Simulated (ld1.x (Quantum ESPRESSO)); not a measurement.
## Yb: excitation energies, all-electron against PAW

ytterbium, PAW, made with ld1.x (Quantum ESPRESSO) 7.5 (PW91, scalar-relativistic). Core [Kr] 4d10, reference 4f14 5s2 5p6 5d0 6s0 6p0 (charge +2). Waves: 5s (bound): rcut 1.55, rcutus 1.75 bohr; 6s (bound, empty): rcut 1.55, rcutus 1.75 bohr; 5p (bound): rcut 2.25, rcutus 2.90 bohr; 6p (bound, empty): rcut 2.25, rcutus 2.90 bohr; 5d (bound, empty): rcut 1.65, rcutus 1.90 bohr; 5d channel at -0.65 Ry: rcut 1.65, rcutus 1.90 bohr; 4f (bound): rcut 0.95, rcutus 1.20 bohr; 4f channel at -0.81 Ry: rcut 0.95, rcutus 1.20 bohr. Local part: all-electron potential smoothed inside 2.45 bohr (lloc = -1). Core correction: a·sin(br)/r model core inside 1.00 bohr. Augmentation charge: BESSEL, radius 0.80 bohr.

Energies are relative to the spin-unpolarised reference configuration 4f14 5s2 5p6 5d0 6s0 6p0; without spin polarisation the order of configurations can differ from experiment. Not all tests gave a result: test run stopped at test 5 of 7 (negative rho).

```csv
valence configuration,charge,ΔE all-electron (eV),error AE − PS (meV)
4f14 5s2 5p6 5d0 6s1 6p0,+1,-12.283,+14
4f13 5s2 5p6 5d0 6s0 6p0,+3,26.686,-188
4f14 5s2 5p5 5d0 6s2 6p0,+1,14.204,+138
```

(1) What are ΔE and the potential's error for 4f14 5s2 5p6 5d0 6s2 6p0?

Levels in the configuration 4f14 5s2 5p6 5d0 6s2 6p0:

```csv
level,all-electron (eV),pseudo (eV)
4f,-3.072,-3.082
5s,-54.986,-55.103
5p,-27.477,-27.426
6s,-3.958,-3.970
```

Answers

(1) ΔE = -18.853 eV all-electron; the error (AE − PS) is +31 meV.
